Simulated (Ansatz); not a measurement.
C$_{4}$H$_{5}$F$_{3}$, SMILES `FC1[C@@H](F)C[C@@H]1F` at its PBE0-D4/def2-TZVP geometry, where that method's forces vanish. The species carries charge 0 and has multiplicity 1.

```xyz
12

F     0.8992   -1.7062    0.7695
C     0.9570   -0.4279    0.2594
C     0.1574   -0.2932   -1.0444
C    -1.0364    0.1511   -0.1957
F    -1.8053    1.1711   -0.6677
C    -0.0685    0.4836    0.9556
F     0.3507    1.7870    0.8907
H     1.9922   -0.0846    0.2746
H     0.5376    0.5412   -1.6359
H     0.0581   -1.1823   -1.6648
H    -1.6869   -0.6841    0.0775
H    -0.3550    0.2443    1.9811
```

**Question.** What forces (eV/Å) does B3LYP-D4/def2-TZVPP give on these atoms in the Gaussian-basis code of Ansatz? (An estimate is asked.)

**Answer.** Computed: 
```
F1   0.003 -0.398  0.160
C2   0.326  0.288 -0.064
C3   0.071 -0.036 -0.334
C4  -0.101 -0.347  0.124
F5  -0.240  0.310 -0.145
C6  -0.135 -0.269  0.297
F7   0.121  0.409  0.010
H8  -0.067 -0.031  0.001
H9  -0.026 -0.065  0.012
H10  0.005  0.053  0.035
H11  0.025  0.066 -0.026
H12  0.019  0.020 -0.069
```

B3LYP here is the variant with VWN-RPA as its local correlation; programs differ in this.
